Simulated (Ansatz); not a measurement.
```xyz
3

O     0.7006    0.7445    1.0645
Hf    0.4968   -0.4112   -0.2685
O    -1.1973   -0.3333   -0.7959
```

Charge 0, multiplicity 1. Hf: def2 effective core potential.

(1) List the CAM-B3LYP/def2-TZVPP orbital energies in eV (Ansatz 0.2.0). (Best estimate.)

Results:

(1) The calculation gave: Occupied: -520.50, -520.50, -69.22, -38.13, -38.00, -37.82, -24.54, -24.03, -10.37, -9.86, -9.74, -9.34, -9.10, -8.14. Lowest empty: -2.78, -0.79, -0.59, 0.94, 1.95, 2.61, 2.65, 4.16.
